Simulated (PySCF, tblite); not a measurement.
C4H5ClF2O.
Cartesian coordinates in Å at the GFN2-xTB level; atoms count from 1:
```xyz
13
C4H5ClF2O angstrom
C      1.9889   -0.1537   -0.0758
O      0.7348   -0.7673    0.1163
C     -0.3789   -0.0118    0.0261
C     -0.4231    1.2973   -0.2313
Cl    -1.8916    2.1853   -0.3394
C     -1.6208   -0.8494    0.2551
F     -1.5506   -1.4948    1.4413
F     -1.7297   -1.8071   -0.6950
H      2.7223   -0.9497    0.0382
H      2.0675    0.2786   -1.0774
H      2.1673    0.6219    0.6743
H      0.4522    1.9018   -0.3950
H     -2.5427   -0.2507    0.2448
```

The calculation used CAM-B3LYP/def2-SVPD in PySCF (dipole) on a GFN2-xTB geometry, gas phase.

Masses are those of the commonest isotopes; rigid-rotor values at the optimised geometry. The values belong to one conformer with, in the numbering `[CH3:1][O:2]/[C:3](=[CH:4]/[Cl:5])[CH:6]([F:7])[F:8]`, C1–O2–C3–C4 0°, O2–C3–C6–F7 55°.

Problem. Give the principal moments of inertia and the rotational constants in cm⁻¹.

Solution. Ia = 277.60, Ib = 385.40, Ic = 570.90 u·Å²; 505379 MHz·u·Å²/I gives 1821, 1311 and 885.2 MHz, that is A = 0.06073, B = 0.04374, C = 0.02953 cm⁻¹.

Problem. Classify the top.

Solution. An asymmetric top; Ray's κ = -0.089.

Problem. What does the inertial defect say?

Solution. Not planar: Δ = Ic − Ia − Ib = -92.10 u·Å². For a rigid frame Δ = −2 Σ m c², so Σ m c² = 46.05 u·Å² lies off the ab plane: 1.62 from hydrogen and 44.43 from heavier atoms. The atom farthest from that plane is 1.10 Å away.

Problem. Give the other two planar moments, Paa and Pbb, and the rms extents of the mass along the axes.

Solution. Paa = Σ m a² = (Ib + Ic − Ia)/2 = 339.35 and Pbb = Σ m b² = (Ia + Ic − Ib)/2 = 231.55 u·Å². With the mass M = 142.00 u, the rms extents √(P/M) along a, b and c are 1.55, 1.28, 0.57 Å.

Problem. List the rotational levels J(Ka,Kc) to J = 3 (MHz).

Solution. Above 0(0,0):
J = 1: 1(0,1) 2197, 1(1,1) 2706, 1(1,0) 3132
J = 2: 2(0,2) 6412, 2(1,2) 6673, 2(1,1) 7951, 2(2,1) 9479, 2(2,0) 9656
J = 3: 3(0,3) 12431, 3(1,3) 12528, 3(1,2) 15033, 3(2,2) 16068, 3(2,1) 16817, 3(3,1) 19775, 3(3,0) 19826
The levels of one J sum to (2J + 1)J(J + 1)(A + B + C)/3.

Problem. Which types of transition are allowed, and where do some lines up to J = 5 fall?

Solution. The dipole components are |μa| = 1.03 D, |μb| = 3.09 D, |μc| = 0.06 D. Intensities carry the squares of the components, which stand as 0.11 : 1.00 : 0.00 (a : b : c). Some lines, for components of 0.1 D or more:

```
type  branch         J(Ka,Kc)    MHz  lower level (cm⁻¹)
   a       Q  5(3,2) ← 5(3,3)   1003               1.336
   b       Q  3(1,2) ← 3(0,3)   2603               0.415
   b       Q  3(3,0) ← 3(2,1)   3009               0.561
   a       Q  4(1,3) ← 4(1,4)   3944               0.674
   a       R  2(1,2) ← 1(1,1)   3967               0.090
   b       Q  4(4,0) ← 4(3,1)   4549               0.972
   a       R  2(1,1) ← 1(1,0)   4819               0.104
   a       R  3(2,2) ← 2(2,1)   6590               0.316
   b       R  5(3,2) ← 4(4,1)   7395               1.123
   a       R  4(0,4) ← 3(0,3)   7750               0.415
   b       R  3(2,2) ← 2(1,1)   8117               0.265
   a       R  4(2,3) ← 3(2,2)   8642               0.536
   a       R  4(3,2) ← 3(3,1)   9037               0.660
   b       R  5(2,3) ← 4(3,2)   9662               0.961
   b       R  3(3,1) ← 2(2,0)  10119               0.322
   b       R  3(3,0) ← 2(2,1)  10347               0.316
   a       R  5(3,2) ← 4(3,1)  11932               0.972
   b       R  5(4,2) ← 4(3,1)  15908               0.972
```

Its GFN2-xTB frequencies are all real (lowest 17 cm⁻¹). Constants of a rigid frame at the computed geometry: no zero-point averaging, no centrifugal distortion. A rigid rotor knows nothing of internal rotation, which can split or shift real lines. Quadrupole hyperfine structure (35Cl) is left out.
